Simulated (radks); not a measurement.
Question: The iridium ion Ir4+, configuration [Xe] 4f14 5d4.75 6s0.25 (fractional occupations, a model configuration). All-electron calculation, Dirac Kohn-Sham, PBE, spin-unpolarised, spherical densities, point nucleus; open shells fill j = l - 1/2 first. Program: a radial shooting solver on a logarithmic mesh with Libxc functionals.

Spin-orbit splittings of the eigenvalues, e(l+1/2) - e(l-1/2), with zeta = 2 splitting/(2l+1) and mean radii in bohr:

| shell | occ. | splitting (eV) | zeta (eV) | <r> j=l-1/2 | <r> j=l+1/2 |
|---|---|---|---|---|---|
| 2p | 6 | 1628 | 1085 | 0.06017 | 0.06848 |
| 3p | 6 | 356.4 | 237.6 | 0.1801 | 0.1954 |
| 3d | 10 | ? | ? | 0.1705 | 0.1752 |
| 4p | 6 | 84.31 | 56.20 | 0.4266 | 0.4603 |
| 4d | 10 | 15.65 | 6.259 | 0.4718 | 0.4831 |
| 4f | 14 | 3.126 | 0.8930 | 0.5303 | 0.5378 |
| 5p | 6 | 14.00 | 9.332 | 1.052 | 1.142 |
| 5d | 4.75 | 1.598 | 0.6392 | 1.457 | 1.495 |

Estimate the 3d splitting.

Answer: 77.01 eV (zeta = 30.81 eV).
